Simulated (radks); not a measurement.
Results of a calculation; reference values are marked as such.
How relativity changes the ionisation of neutral magnesium ([Ne] 3s2) to Mg+ ([Ne] 3s1). Spin-unpolarised spherical Kohn-Sham, PBE, point nucleus unless stated (finite: rms radius 3.057 fm), a radial shooting solver on a logarithmic mesh with Libxc functionals. A level marked "c x" has the speed of light scaled by that factor.

level                        E(Mg) (hartree)  E(Mg+) (hartree)  IE (eV)   HOMO  <r> HOMO (bohr)
non-rel.                          -199.95512        -199.66301    7.949     3s            3.155
scalar-rel.                       -200.27984        -199.98731    7.960     3s            3.150
scalar-rel., finite nucleus       -200.27974        -199.98721    7.960     3s            3.150
Dirac                             -200.27996        -199.98743    7.960  3s1/2            3.150
Dirac, finite nucleus             -200.27986        -199.98734    7.960  3s1/2            3.150
Dirac, c x 2                      -200.03609        -199.74388    7.952  3s1/2            3.154
Dirac, c x 3                      -199.99109        -199.69893    7.950  3s1/2            3.155
Dirac, c x 10                     -199.95835        -199.66624    7.949  3s1/2            3.155

NIST Atomic Spectra Database: 7.646 eV (measured). The relativistic part of the total energy of Mg is -0.3247 hartree (Dirac, finite nucleus), 0.16 % of the non-relativistic value. Spin polarisation and multiplet splitting of open shells are left out at every level.

Beside tabulated values, note that spin-unpolarised runs miss the spin-polarisation part of the exchange energy of open shells.
